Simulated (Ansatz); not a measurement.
Cu4H5. The state is a doublet with charge 0. Geometry r2SCAN-D4/def2-SVP; atoms count from 1.

Cartesian coordinates in Å:
```
Cu 1.422 0.153 -0.026
Cu -0.713 1.204 -0.003
Cu -0.823 -1.114 0.054
Cu 1.271 -2.127 0.011
H -0.358 2.807 -0.057
H -0.230 -2.689 0.062
H -1.914 0.097 0.056
H 2.541 -1.157 -0.053
H -1.195 2.826 -0.043
```

In the doublet, H5 and H9 lie 0.84 Å apart (atoms count from 1), so H2 has formed as a molecule. No other spin state of charge 0 was run. Another isomer (doublet) lies 0.33 eV lower at PBE0-D4/def2-TZVP; other spin states weren't run for this one.

Question: Estimate the Mulliken populations from the PBE0/def2-TZVP orbitals of Ansatz.

Answer: 
| atom | charge (e) | spin (α − β) | d electrons |
| --- | --- | --- | --- |
| Cu1 | -0.15 | 0.40 | 9.91 |
| Cu2 | -0.21 | 0.21 | 9.88 |
| Cu3 | -0.20 | 0.05 | 9.86 |
| Cu4 | -0.17 | 0.10 | 9.85 |
| H5 | 0.16 | 0.00 | – |
| H6 | 0.18 | -0.01 | – |
| H7 | 0.13 | 0.10 | – |
| H8 | 0.16 | 0.07 | – |
| H9 | 0.10 | 0.08 | – |
Mulliken values and Mayer orders depend strongly on the basis.

Question: Where does the spin sit?

Answer: Summed by element: Cu 0.76, H 0.24, of 1 unpaired in all. Largest on single atoms: Cu1 0.40, Cu2 0.21, H7 0.10.

Question: And the Mayer bond orders between bonded heavy atoms (over 0.3)?

Answer: Cu1–Cu2 0.41 (2.38 Å); Cu1–Cu4 0.50 (2.28 Å); Cu2–Cu3 0.45 (2.32 Å); Cu3–Cu4 0.45 (2.33 Å).
